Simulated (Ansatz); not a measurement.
Reaction (formal exchange of groups at the Si–Sn bond): `[F][Sn]([F])([SiH3])[Cl]` + `CCNC` → `CCN[SiH3]` + `[CH3][Sn]([F])([F])[Cl]`

Isolated molecules relaxed with PBE0-D4/def2-TZVP in Ansatz; ΔE leaves out vibrations. CCSD(T)/CBS is the MP2 limit (def2-TZVPP, def2-QZVPP) plus CCSD(T) − MP2 in def2-TZVPP, frozen cores. Functionals use def2-TZVPP. B3LYP here is the variant with VWN-RPA as its local correlation; programs differ in this. HSE06 is defined as in plane-wave codes. def2 core potentials past Kr. For Sn outer-core shells are correlated without core-valence functions, which leaves a few kJ/mol of doubt a bond. One conformer a species, not always the lowest.

`[F][Sn]([F])([SiH3])[Cl]`:

```xyz
8

F    -0.886   -1.917   -1.461
Sn   -0.437   -1.023    0.163
F    -2.104   -0.990    1.088
Si    0.519    1.322   -0.232
Cl    0.868   -2.520    1.331
H    -0.494    2.074   -1.005
H     0.755    1.912    1.104
H     1.779    1.142   -0.988
```

`CCNC`:

```xyz
13

C     0.673    1.627   -0.604
C     0.188    0.194   -0.593
N    -0.063   -0.264    0.756
C    -0.587   -1.609    0.812
H     1.578    1.730   -0.002
H     0.891    1.959   -1.621
H    -0.084    2.302   -0.192
H     0.952   -0.459   -1.030
H    -0.704    0.097   -1.241
H    -0.702    0.374    1.214
H    -0.811   -1.879    1.846
H    -1.499   -1.761    0.210
H     0.167   -2.310    0.445
```

`CCN[SiH3]`:

```xyz
13

C    -0.379    1.925   -0.104
C    -0.639    0.441   -0.273
N     0.273   -0.362    0.517
Si    0.774   -1.942    0.075
H     0.644    2.172   -0.395
H    -1.069    2.515   -0.711
H    -0.515    2.226    0.939
H    -0.503    0.166   -1.325
H    -1.691    0.224   -0.035
H     0.269   -0.123    1.497
H     1.807   -2.371    1.054
H     1.336   -1.894   -1.302
H    -0.305   -2.977    0.061
```

`[CH3][Sn]([F])([F])[Cl]`:

Z-matrix (Å, degrees):
```
C
Sn 1 2.106
H 1 1.089 2 108.7
H 1 1.089 2 108.1 3 119.9
H 1 1.089 2 108.7 3 -120.2
F 2 1.903 1 111.7 3 -178.1
F 2 1.903 1 111.7 3 -63.1
Cl 2 2.295 1 117.1 3 59.4
```

(1) Is it downhill or uphill in electronic energy at CCSD(T)/CBS, and by how much? (Estimate.)

(2) What do these levels give: LDA (SPW92), revPBE-D4, B3LYP-D4, HSE06-D4, ωB97M-V, revPBE, HSE06, CAM-B3LYP, HF/def2-TZVPP, MP2/def2-TZVPP, SCS-MP2/def2-TZVPP, CCSD/CBS(def2)? (Best estimate.)

Largest T1 diagnostic among the species: 0.014.

Answers

(1) The calculation gave: Downhill: ΔE = -78.3 kJ/mol.

(2) Ansatz gave: LDA (SPW92) -55.3, revPBE-D4 -58.8, B3LYP-D4 -68.8, HSE06-D4 -62.8, ωB97M-V -75.3, revPBE -56.0, HSE06 -62.1, CAM-B3LYP -72.3, HF/def2-TZVPP -79.5, MP2/def2-TZVPP -86.3, SCS-MP2/def2-TZVPP -84.3, CCSD/CBS(def2) -78.3 kJ/mol.

From BLYP to BHLYP (50 % exact exchange), in def2-TZVPP and without D4, ΔE moves by −11.2 kJ/mol. Leaving LDA and LC-ωPBE aside and taking each functional with its dispersion term where it has one, the values, not all of them listed here, spread over 18.3 kJ/mol, from ωB97M-V to PBE-D4.
